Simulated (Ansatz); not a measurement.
# Nudged elastic band run: CH₃FSSi

The input (input.yaml):

```yaml
crystal:
  periodic: [false, false, false]
  atoms:
    - { symbol: F, position_ang: [0.590076, -2.056886, 1.127096] }
    - { symbol: C, position_ang: [0.047592, -1.104514, 0.292883] }
    - { symbol: Si, position_ang: [0.544909, 0.589645, 0.268208] }
    - { symbol: S, position_ang: [-0.74501, 1.917419, -0.782759] }
    - { symbol: H, position_ang: [-0.377922, -1.579057, -0.630432] }
    - { symbol: H, position_ang: [0.797778, 1.139467, 1.596765] }
    - { symbol: H, position_ang: [-0.857424, 1.093916, -1.871762] }
basis:
  gaussian: { orbitals: STO-3G }
hamiltonian:
  xc: pbe
neb:
  order_check: false
  images: 7
  f_tol: 0.2
  max_iterations: 60
  final_atoms:
    - { symbol: F, position_ang: [0.82721832, -1.67215751, 1.21392752] }
    - { symbol: C, position_ang: [0.17990595, -0.65162644, 0.47108867] }
    - { symbol: Si, position_ang: [1.39915078, 0.6570942, -0.37778] }
    - { symbol: S, position_ang: [-0.14462193, 1.79726987, -1.27670283] }
    - { symbol: H, position_ang: [-0.4702725, -1.12509091, -0.32134242] }
    - { symbol: H, position_ang: [-0.5392258, -0.10146511, 1.1458313] }
    - { symbol: H, position_ang: [-1.25215581, 1.0959659, -0.85502324] }
  initial_path:
    images:
      - { positions_ang: [[0.590076, -2.056886, 1.127096], [0.047592, -1.104514, 0.292883], [0.544909, 0.589645, 0.268208], [-0.74501, 1.917419, -0.782759], [-0.377922, -1.579057, -0.630432], [0.797778, 1.139467, 1.596765], [-0.857424, 1.093916, -1.871762]] }
      - { positions_ang: [[0.64877974, -1.97625462, 1.14554446], [0.07255467, -1.04575602, 0.31403795], [0.57239794, 0.64590202, 0.2623427], [-0.67561987, 1.95303868, -0.85955911], [-0.38962153, -1.53905687, -0.56254053], [0.68561925, 0.87221014, 1.53597312], [-0.91411121, 1.08990666, -1.83579959]] }
      - { positions_ang: [[0.70748349, -1.89562324, 1.16399292], [0.09751734, -0.98699803, 0.3351929], [0.59988688, 0.70215904, 0.2564774], [-0.60622975, 1.98865836, -0.93635922], [-0.40132106, -1.49905673, -0.49464905], [0.57346051, 0.60495329, 1.47518124], [-0.97079841, 1.08589732, -1.79983719]] }
      - { positions_ang: [[0.76618723, -1.81499186, 1.18244139], [0.12248002, -0.92824005, 0.35634784], [0.62737582, 0.75841606, 0.25061209], [-0.53683962, 2.02427804, -1.01315932], [-0.41302059, -1.4590566, -0.42675758], [0.46130176, 0.33769643, 1.41438936], [-1.02748562, 1.08188798, -1.76387478]] }
      - { positions_ang: [[0.82489098, -1.73436048, 1.20088985], [0.14744269, -0.86948206, 0.37750279], [0.65486476, 0.81467308, 0.24474679], [-0.46744949, 2.05989772, -1.08995943], [-0.42472012, -1.41905647, -0.3588661], [0.34914301, 0.07043958, 1.35359748], [-1.08417282, 1.07787864, -1.72791238]] }
      - { positions_ang: [[0.82547281, -1.71880974, 1.20414926], [0.1555585, -0.81501816, 0.40089926], [0.84093627, 0.77527836, 0.08911509], [-0.3867426, 1.99424076, -1.13664528], [-0.43610821, -1.34556508, -0.34948518], [0.12705081, 0.0274634, 1.30165594], [-1.12616857, 1.08240045, -1.50969009]] }
      - { positions_ang: [[0.82605465, -1.703259, 1.20740868], [0.16367432, -0.76055425, 0.42429573], [1.02700777, 0.73588364, -0.0665166], [-0.30603571, 1.9285838, -1.18333113], [-0.44749631, -1.27207369, -0.34010426], [-0.09504139, -0.01551277, 1.24971439], [-1.16816432, 1.08692227, -1.29146781]] }
      - { positions_ang: [[0.82663648, -1.68770825, 1.2106681], [0.17179013, -0.70609034, 0.4476922], [1.21307927, 0.69648892, -0.2221483], [-0.22532882, 1.86292683, -1.23001698], [-0.4588844, -1.1985823, -0.33072334], [-0.3171336, -0.05848894, 1.19777285], [-1.21016007, 1.09144408, -1.07324553]] }
      - { positions_ang: [[0.82721832, -1.67215751, 1.21392752], [0.17990595, -0.65162644, 0.47108867], [1.39915078, 0.6570942, -0.37778], [-0.14462193, 1.79726987, -1.27670283], [-0.4702725, -1.12509091, -0.32134242], [-0.5392258, -0.10146511, 1.1458313], [-1.25215581, 1.0959659, -0.85502324]] }
```

Command:

```bash
$ ansatz run input.yaml --threads 1 --pin off --max-ram 2048MiB --backend cpu --events-out ev --progress --plain --runs-dir out
```

Output, in part (warnings, iteration lines, the closing report on the highest movable image, with atoms numbered from 0):

```
NEB end point (image 0): max|allowed force component| = 5.880e-3 eV/Å (the criterion of neb.relax_end_points is 4.000e-2)
NEB end point (image 8): max|allowed force component| = 2.023e-2 eV/Å (the criterion of neb.relax_end_points is 4.000e-2)
NEB iter   1: max|band force component| = 9.225e0 eV/Å  barrier→ = 3.3731 eV  barrier← = 3.6995 eV  Δτ_max = 0.2000 Å  (212 SCF iters)
NEB iter   2: max|band force component| = 2.859e0 eV/Å  barrier→ = 1.9028 eV  barrier← = 2.2292 eV  Δτ_max = 0.2000 Å  (208 SCF iters)
NEB iter   3: max|band force component| = 1.516e0 eV/Å  barrier→ = 1.4444 eV  barrier← = 1.7708 eV  Δτ_max = 0.1897 Å  (220 SCF iters)
NEB iter   4: max|band force component| = 1.113e0 eV/Å  barrier→ = 1.3344 eV  barrier← = 1.6608 eV  Δτ_max = 0.0867 Å  (200 SCF iters)
NEB iter   5: max|band force component| = 5.370e-1 eV/Å  barrier→ = 1.2695 eV  barrier← = 1.5959 eV  Δτ_max = 0.1054 Å  (191 SCF iters)
NEB iter   6: max|band force component| = 4.830e-1 eV/Å  barrier→ = 1.2625 eV  barrier← = 1.5889 eV  CI = image 4  Δτ_max = 0.1312 Å  (190 SCF iters)
NEB iter   7: max|band force component| = 6.152e-1 eV/Å  barrier→ = 1.2986 eV  barrier← = 1.6250 eV  CI = image 4  Δτ_max = 0.0263 Å  (187 SCF iters)
NEB iter   8: max|band force component| = 2.683e-1 eV/Å  barrier→ = 1.2962 eV  barrier← = 1.6227 eV  CI = image 4  Δτ_max = 0.0208 Å  (186 SCF iters)
NEB iter   9: max|band force component| = 1.045e-1 eV/Å  barrier→ = 1.2957 eV  barrier← = 1.6221 eV  CI = image 4  Δτ_max = 0.0000 Å  (367 SCF iters)
Total energy: -22235.63842502 eV, -817.1446402626 hartree
Atom 0 at     0.822294    -1.875001     0.916654 Å, force     0.022620    -0.017904     0.020016 eV/Å
Atom 1 at     0.306075    -0.815900     0.227378 Å, force    -0.005490     0.021779    -0.022837 eV/Å
Atom 2 at     0.964598     0.930204     0.327926 Å, force    -0.025738    -0.022858     0.007858 eV/Å
Atom 3 at    -0.474934     1.851906    -1.006423 Å, force     0.026558     0.038747     0.010321 eV/Å
Atom 4 at    -0.580711    -1.171210    -0.390301 Å, force    -0.003078     0.013706     0.004588 eV/Å
Atom 5 at    -0.013698     0.378646     1.436922 Å, force     0.002225     0.001950    -0.015174 eV/Å
Atom 6 at    -1.023625     0.701345    -1.512158 Å, force    -0.017099    -0.035420    -0.004772 eV/Å
Dipole moment:    -0.054076    -0.417262     0.020431 e Å
```

It converged. The threshold of 0.2 eV/Å is loose, so the images may lie well off the minimum-energy path. Another band between the same ends (7 images) ends at a top of the same energy, where a vibrational analysis finds 1 clearly imaginary mode. The orbitals stay closed-shell, which can raise the energy where a bond breaks towards radicals; this wasn't checked here. Limits of this set-up: minimal basis.

Final band (atoms are numbered from 1 in the order of the input):

```tsv
image	path coordinate (Å)	energy (kcal/mol)	Si3–H6 (Å)	C2–H6 (Å)
0	0.00	0.0	1.46	2.70
1	0.46	1.1	1.46	2.66
2	0.92	8.3	1.46	2.43
3	1.38	21.0	1.48	2.11
4	1.83	29.9	1.58	1.73
5	2.31	12.3	1.90	1.27
6	2.79	-4.7	2.36	1.14
7	3.27	-7.3	2.55	1.13
8	3.75	-7.5	2.58	1.13
```

Time of the run: 73 s on 1 CPU thread of a shared host.
